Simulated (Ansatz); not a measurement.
**Which isomer of CH3FGe gives these data?**

These gas-phase data were calculated for one isomer of CH3FGe at B3LYP-D3(BJ)/6-311G** (harmonic, unscaled wavenumbers; equilibrium rotational constants with average atomic masses):

```
rotational constants            : 12.11, 7.156, 4.627 GHz
all wavenumbers above 1500 cm⁻¹ : 3108, 3080, 3008
dipole moment                   : 2.24 D (PBE0/def2-TZVPD)
```

Candidates:

(1) `[CH2]=[GeH][F]`, a singlet
(2) `[CH3][Ge][F]`, a singlet

Question: Assign the data to one candidate and say why.

Answer: Candidate (2). No mode falls between 1900 and 2250 cm⁻¹, where the Ge–H stretch of (1) would stand.

The same quantities for all candidates:

```tsv
	rotational constants (GHz)	wavenumbers above 1500 cm⁻¹	dipole (D)	E above the lowest, B3LYP-D3(BJ)/6-311G** (kcal/mol)
(1)	22.46, 6.288, 4.913	3279, 3162, 2212	1.91	35.5
(2)	12.11, 7.156, 4.627	3108, 3080, 3008	2.24	0.0
```

Harmonic stretches to hydrogen usually lie a few per cent above observed fundamentals. Each candidate is one conformer. Programs: Ansatz 0.2.0.
